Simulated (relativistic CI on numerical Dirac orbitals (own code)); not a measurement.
Hyperfine structure of Gd26+, mass number 155

Computed by Dirac-Coulomb-Breit CI, KLI orbitals optimised for each configuration, model QED, unscaled Slater integrals (own radial code, finite nucleus).

Configurations in the expansion (outside the closed core [Ar] 3d10): 4s²4p⁶4d², 4s²4p⁵4d³, 4s²4p⁶4d4f, 4s4p⁶4d³, 4s²4p⁵4d²4f, 4s4p⁶4d²4f, 4s²4p⁶4d5s, 4s²4p⁶4f5s, 4s²4p⁶4d5p, 4s²4p⁶4f², 4s²4p⁵4f³, 4s4p⁶4f³, 4s²4p⁶4f5p, 4s²4p⁵4f²5p, 4s4p⁶4f²5p. Double excitations out of closed p, d and f shells are left out; levels of such configurations are missing from the list, as are those of other unlisted configurations, and high levels can miss mixing partners.

Nuclear spin I = 3/2, μ = -0.2591 μN, Q = 1.27 b (tables of Stone and Pyykkö). The electronic factors are computed for point nuclear moments, without core polarisation or the Bohr-Weisskopf and QED corrections.

| Level | E (eV) | A (MHz) | B (MHz) |
| --- | --- | --- | --- |
| 4s²4p⁶4d² ³F2 | 0.0000 | -2367 | 2090 |
| 4s²4p⁶4d² ³F3 | 7.1380 | -1364 | 5110 |
| 4s²4p⁶4d² ³F4 | 10.7982 | -1358 | 17600 |
| 4s²4p⁶4d² ³P1 | 11.2729 | 56.63 | 5220 |
| 4s²4p⁶4d² ¹G4 | 17.3629 | -1081 | 19900 |

Levels with J = 0, under 50 % of one LS term, or S terms without an open s electron are left out. Small factors come from cancelling terms and can be off by tens of per cent or more.

At this charge energies of transitions that change n are usually good to better than 1 %, and those within a shell (Δn = 0) to a few per cent. Terms inside the open d or f shell come out 10 to 20 % too wide with unscaled integrals.

(1) Give the hyperfine levels of 4s²4p⁶4d² ³F2 relative to its centre of gravity.

Answers

(1) With K = F(F + 1) − I(I + 1) − J(J + 1), E = AK/2 + B[¾K(K + 1) − I(I + 1)J(J + 1)]/[2I(2I − 1)J(2J − 1)]: F = 1/2: 12480, F = 3/2: 7102, F = 5/2: -122.5, F = 7/2: -6579 MHz.

LS names give the leading component of a level, which can be under half, so a name can repeat, a term be missing and a line seem to break the LS rules.
